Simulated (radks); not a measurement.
The numbers below are computed, except where a source is named.
Charge is removed step by step from the 4p level of Br3+, starting from [Ar] 3d10 4s2 4p2. Level of theory: scalar-relativistic Kohn-Sham, r2SCAN, spin-unpolarised, spherical densities, finite nucleus; meta-GGA in the generalised Kohn-Sham scheme; Fermi nuclear charge, rms radius 4.1629 fm (a radial shooting solver on a logarithmic mesh with Libxc functionals).

removed (e),E - E(0) (eV),eigenvalue (eV),E minus straight line (eV)
0,0.000,-40.055,0.000
0.25,10.386,-43.055,-1.141
0.5,21.527,-46.092,-1.527
0.75,33.432,-49.165,-1.150
1,46.109,-52.269,0.000

Removing the whole electron costs 46.109 eV by Delta-SCF, against 40.055 eV from minus the eigenvalue at the starting occupation. Slater's transition state (half an electron removed) gives 46.092 eV. Integrating minus the eigenvalue over the occupation (Janak's theorem) gives 46.116 eV. In this scalar-relativistic scheme the density is built from large components alone, so the theorem holds only approximately. The mean slope of the eigenvalue, de/dn, is 12.2 eV per electron. Ionisation energy of Br3+ in the NIST Atomic Spectra Database: 47.78 eV (measured).

Beside tabulated values, note that spin-unpolarised runs miss the spin-polarisation part of the exchange energy of open shells.
